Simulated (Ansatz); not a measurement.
```xyz
2

Ru    0.0000    0.0000    0.0000
H     0.0000    0.0000    1.6500
```

Basis set: def2-TZVPP (spherical functions, with the set's core potentials past Kr). Charge 0, multiplicity 2.

Computed with Ansatz (development build ahead of 0.2.0); each method stands on the lowest determinant of its kind that the runs found. Restricted functionals stand beside restricted open-shell atoms, which can lie above the unrestricted atoms usual in DFT and then raise those values.

(1) Give the atomization energy at this shape (free ground-state atoms in the same class of orbitals less the molecule, no zero-point energy) of doublet RuH by r²SCAN (restricted open-shell), PBE0 (unrestricted).

## Answers

(1)

| method | atomization energy |
| --- | --- |
| r²SCAN (restricted open-shell) | 32.23 kcal/mol |
| PBE0 (unrestricted) | 45.46 kcal/mol |

Caution: another spin multiplicity may lie lower. Caution for r²SCAN (restricted open-shell): no unrestricted run beside it, a lower state can exist. Caution for PBE0 (unrestricted): the unrestricted determinant is a mixture of spin states.

The shape needn't be a minimum at these levels.
